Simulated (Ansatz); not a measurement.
Nb3O5 was relaxed with PBE0-D4 (def2-SVP) in Ansatz in these states: neutral doublet, neutral quartet. The geometries follow in no particular order.

In the def2 sets Nb takes a core potential; there is no spin–orbit coupling.

A:

```tsv
atom	x (Å)	y (Å)	z (Å)
Nb1	0.9368	-0.9994	0.7879
Nb2	0.3983	0.4648	-1.5679
Nb3	-0.4108	1.7323	0.7307
O4	-0.9738	-0.1253	-2.3558
O5	-2.0671	1.4954	0.5420
O6	0.4736	0.4933	1.9076
O7	1.7845	-0.7525	-0.9035
O8	-0.1416	-2.3085	0.8591
```

B:

```xyz
8

Nb   -0.4118   -0.1874    1.5135
Nb    1.1575   -1.2225   -0.7002
Nb    0.5386    1.7346   -0.6466
O     0.3202   -2.1061   -1.8701
O    -0.4695    2.3270   -1.8654
O    -0.0440    1.6637    1.2019
O     0.9036   -1.5312    1.2156
O    -1.9947   -0.6781    1.1513
```

Judge from the bond lengths which geometry belongs to which state (an estimate).

A is the neutral doublet (Nb2–Nb3 2.747 Å, Nb1–Nb2 2.826 Å, Nb3–O6 1.924 Å); B is the neutral quartet (Nb2–Nb3 3.022 Å, Nb1–Nb2 2.904 Å, Nb3–O6 1.939 Å).
